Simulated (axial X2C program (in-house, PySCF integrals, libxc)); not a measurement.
**Worked dissociation energy of PbB: PW91, without spin–orbit coupling**

All values were computed with an axial X2C code built on PySCF integrals. Spin-free means the one-electron spin-free X2C Hamiltonian. Basis: Pb dyall-cv3z [12s14p10d7f1g], B dyall-v3z [7s6p2d1f] (cores contracted in-house); Gaussian nuclei, density fitting, unrestricted open shells. Masses: Pb 207.977 u, B 11.009 u.

Molecular state: M_S = 3/2, Λ = 0 (beyond evenly filled blocks: σα, π+α, π-α).

| Quantity | Value |
| --- | --- |
| E(Pb) (2M_S = 2, M_L = 0) | -20888.171701 hartree |
| E(B) (2M_S = 1, M_L = 0) | -24.643930 hartree |
| E(PbB) at Re | -20912.920132 hartree |
| ωe | 487.5 cm⁻¹ |
| ωexe | 2.99 cm⁻¹ |

Question: Work out De and D0.

Answer: De = -20888.171701 + (-24.643930) − (-20912.920132) = 0.10450 hartree = 2.844 eV. The zero-point energy is ωe/2 − ωexe/4 = 243 cm⁻¹ = 0.030 eV, so D0 = 2.813 eV.

Occupations by symmetry block were frozen at the best pattern of an incomplete PBE0 search. Dissociation energies refer to the lowest single-determinant-based atoms at the same level and basis. Other states lie close and PBE0, whose exact exchange favours high spin, may order them wrongly; the determinant shown need not be the ground state. The nearest other spin-free determinant of the search, M_S = 1/2, Λ = 0, lies 0.33 eV up at the distance of the search. Spin–orbit coupling changes these values markedly for this molecule (Re by over 0.02 Å or De by over 0.25 eV), so the spin-free numbers are a model. Spin-free De lacks the spin–orbit lowering of the heavy p-block atom, a tenth of an eV or more for 4p and 5p, up to an eV for 6p and one to two eV for 7p atoms, less what an open-shell molecule gains itself.

Each atomic determinant is the lowest at this level and need not be a pure term. Totals compare only within one Hamiltonian and basis.
